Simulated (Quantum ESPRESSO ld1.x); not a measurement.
Question: These are the eigenvalues of the occupied orbitals of an atom or ion with whole-number occupations (Ry). Method: non-relativistic Kohn-Sham, LDA (Slater exchange, Perdew-Wang correlation), spin-polarised, spherical densities, point nucleus; computed with ld1.x of Quantum ESPRESSO 7.5.

1s up: -433.1139
1s down: -433.1073
2s up: -53.8399
2s down: -53.7864
2p up: -46.6398
2p down: -46.5959
3s up: -10.3796
3s down: -10.2679
3p up: -8.3207
3p down: -8.2090
3d up: -5.0145
4p up: -2.7620

Which element is it, and in what charge state? The configuration may be excited. Open shells, if any, are filled with parallel spins first.

Answer: Z = 24, chromium, charge +4: Cr4+ in [Ar] 3d1 4p1. The list shows which subshells hold electrons but not how many an open one holds; the 1s level, -216.56 hartree, gives Z - s = 20.8 by -(Z - s)^2/2, which with screening narrows Z to a few neighbours, and the depths of the outer levels then fix element, charge and occupations together.
